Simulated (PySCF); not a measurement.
A calculated (PBE0, PySCF 2.14, x2c-SVPall, scalar relativity by spin-free X2C-1e) atom or ion has these occupied shells.

```json
{"shell": "1s α", "electrons": "1", "orbital energy (eV)": "-4446.5", "rms radius, mean of both spins (bohr)": "0.0845"}
{"shell": "1s β", "electrons": "1", "orbital energy (eV)": "-4446.5", "rms radius, mean of both spins (bohr)": "0.0845"}
{"shell": "2s α", "electrons": "1", "orbital energy (eV)": "-502.82", "rms radius, mean of both spins (bohr)": "0.372"}
{"shell": "2s β", "electrons": "1", "orbital energy (eV)": "-502.57", "rms radius, mean of both spins (bohr)": "0.372"}
{"shell": "2p α", "electrons": "3", "orbital energy (eV)": "-414.11", "rms radius, mean of both spins (bohr)": "0.341"}
{"shell": "2p β", "electrons": "3", "orbital energy (eV)": "-413.88", "rms radius, mean of both spins (bohr)": "0.341"}
{"shell": "3s α", "electrons": "1", "orbital energy (eV)": "-75.180", "rms radius, mean of both spins (bohr)": "1.15"}
{"shell": "3s β", "electrons": "1", "orbital energy (eV)": "-74.208", "rms radius, mean of both spins (bohr)": "1.15"}
{"shell": "3p α", "electrons": "3", "orbital energy (eV)": "-52.247", "rms radius, mean of both spins (bohr)": "1.27"}
{"shell": "3p β", "electrons": "3", "orbital energy (eV)": "-51.161", "rms radius, mean of both spins (bohr)": "1.27"}
{"shell": "3d α", "electrons": "1", "orbital energy (eV)": "-20.424", "rms radius, mean of both spins (bohr)": "1.75"}
```

Problem. Name the element and its charge.

Solution. Sc²⁺ (scandium, charge +2), in [Ar] 3d1, 2D determinant.
